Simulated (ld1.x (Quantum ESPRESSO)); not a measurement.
## Reading a pseudo-wave (Ga (Z = 31))

Columns: radius, all-electron u(r) and pseudo u(r) of the 4p shell (level -2.58 eV) of gallium in the configuration [Ar] 3d10 4s2 4p1; PBE, scalar-relativistic, TM scheme, ld1.x (Quantum ESPRESSO) 7.5.

```tsv
r (bohr)	all-electron	pseudo
0.103	0.1216	0.0020
0.205	0.0417	0.0080
0.308	-0.1009	0.0181
0.410	-0.1875	0.0321
0.513	-0.2054	0.0504
0.615	-0.1729	0.0726
0.718	-0.1112	0.0992
0.820	-0.0370	0.1294
0.923	0.0413	0.1638
1.025	0.1166	0.2010
1.128	0.1873	0.2411
1.230	0.2507	0.2823
1.332	0.3071	0.3238
1.435	0.3569	0.3645
1.538	0.3998	0.4027
1.640	0.4361	0.4370
1.743	0.4670	0.4671
1.845	0.4923	0.4923
1.948	0.5130	0.5130
2.050	0.5293	0.5293
2.153	0.5418	0.5418
2.255	0.5506	0.5506
2.358	0.5565	0.5565
2.460	0.5595	0.5595
2.562	0.5602	0.5602
2.665	0.5586	0.5586
```

Q: How many radial nodes do the two functions have?

A: The all-electron 4p function has n − l − 1 = 2; the pseudo-wave has 0, since the states of the same l below it are removed with the core.

Q: At about which radius was the pseudo-wave matched?

A: 2.02 bohr. The columns agree to 0.0005 from 1.74 bohr on; several derivatives are matched, so the curves merge somewhat inside the radius.

Q: Is the pseudo-wave norm-conserving?

A: Yes: the TM scheme keeps the norm inside the radius equal to the all-electron one, which fixes the energy derivative of the logarithmic derivative at the level.
